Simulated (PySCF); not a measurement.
H9PSi3, charge +1, doublet, geometry from GFN2-xTB (a state made from the parent by changing its charge; the spin is typed, not shown lowest). Base run: PBE0/def2-SV(P) run with PySCF.

Geometry (Å):
```xyz
13

Si    -0.7627     1.8126    -1.1775
P      0.0047    -0.0050    -0.0129
Si     2.2537    -0.3476     0.2607
Si    -1.4938    -1.4613     0.9260
H      0.4664     2.4845    -1.5873
H     -1.5642     2.5297    -0.1893
H     -1.5340     1.2134    -2.2636
H      2.8436     0.4820    -0.7853
H      2.3960    -1.7881     0.0696
H      2.5005     0.1127     1.6252
H     -0.7199    -2.6911     1.0632
H     -2.5745    -1.5055    -0.0545
H     -1.8448    -0.8159     2.1889
```
Charge +1, spin multiplicity 2.
Orbitals are unrestricted.
All else is at PySCF's defaults.
Base energy -1214.04568 Eh.

Variants of this job, named by their change:

```
change                                     ΔE vs base (mEh)  grid points  electrons on the grid
-----------------------------------------  ----------------  -----------  ---------------------
base                                                  0.000       164992               64.99998
grids.radi_method = delley                            0.001       175904               64.99998
grids.becke_scheme = stratmann                        0.000       164992               64.99998
grids.level = 4                                      -0.001       257200               65.00000
grids.level = 5                                      -0.002       386104               65.00000
small_rho_cutoff = 0                                  0.000       164992               64.99998
grids.prune = dft.gen_grid.sg1_prune                  0.022        64368               64.99979
grids.level = 0                                       142.9        12080               64.97090
grids.atom_grid = (99, 590)                          -0.001       419312               65.00000
grids.prune = dft.gen_grid.treutler_prune             0.000       147712               64.99999
grids.level = 2                                      -0.002        96056               64.99998
```

Open shells are given as the SCF converged; they aren't shown to be the lowest states, and a large step between rows can be another state.
